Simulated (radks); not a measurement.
Results of a calculation; reference values are marked as such.
Al4+, 9 electrons, occupied as [He] 2s2 2p5 (the NIST ground configuration). Code: a radial shooting solver on a logarithmic mesh with Libxc functionals. Model: scalar-relativistic Kohn-Sham, PBE, spin-polarised, spherical densities, finite nucleus; open shells are filled with parallel spins first; Fermi nuclear charge, rms radius 3.061 fm.

Unscreened Slater integrals over Kohn-Sham orbitals (hartree). They are taken over the spin-up orbitals.

integral     value
F0(2p,2p)   1.6283
F2(2p,2p)  0.75189
F0(2p,2s)   1.5541
G1(2p,2s)  0.92793
F0(2p,1s)   2.2838
G1(2p,1s)  0.31382
F0(2s,2s)   1.5055
F0(2s,1s)   2.1259
G0(2s,1s)  0.17363
F0(1s,1s)   7.8350

Derived for the open shells (J is the average intra-shell exchange parameter used in DFT+U). 2p: J = F2/5 = 0.1504 hartree.
